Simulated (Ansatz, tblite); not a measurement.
Removing an electron: BeI₂. The state is a singlet with charge 0. Geometry: PBE-D4/def2-TZVP. Ansatz, gas phase; energy differences of separate SCF runs; the oxidised species was run as a doublet alone.

```csv
atom,x (Å),y (Å),z (Å)
Be1,0.000,0.000,0.000
I2,-0.605,-1.620,-1.309
I3,0.604,1.620,1.309
```

In the def2 sets I takes a core potential; there is no spin–orbit coupling. The xTB rows come from tblite. Correlated methods freeze 8 core orbitals; core or outer-core shells of I are correlated, in sets that lack core-valence functions. In CCSD on the charge 1 doublet the largest single amplitude is 0.33, so its Hartree–Fock determinant may place the open shell otherwise than the density functionals do. HOMO above LUMO, or a gap near zero within one spin, warns that the state may not be the lowest or that an electron is smeared out.

```csv
level,−HOMO (eV),vertical IE (eV),−LUMO (eV),HOMO–LUMO gap (eV),remarks
GFN1-xTB,10.53,14.30,5.00,5.54,–
GFN2-xTB,11.77,14.94,5.82,5.95,–
HF/def2-TZVPP,–,9.52,–,–,–
PBE-D4/def2-TZVP,6.88,9.54,1.77,5.10,gap within one spin near zero (+1 doublet)
r2SCAN-D4/def2-TZVP,7.18,9.75,1.42,5.76,–
PBE0-D4/def2-TZVP,7.99,9.88,1.02,6.97,–
MP2/def2-TZVPP,–,10.45,–,–,–
CCSD/def2-TZVPP,–,10.21,–,–,–
CCSD(T)/def2-TZVPP,–,10.19,–,–,–
```

  Raw xTB energy differences between charge states are shifted by several eV; the methods need an empirical correction for them.
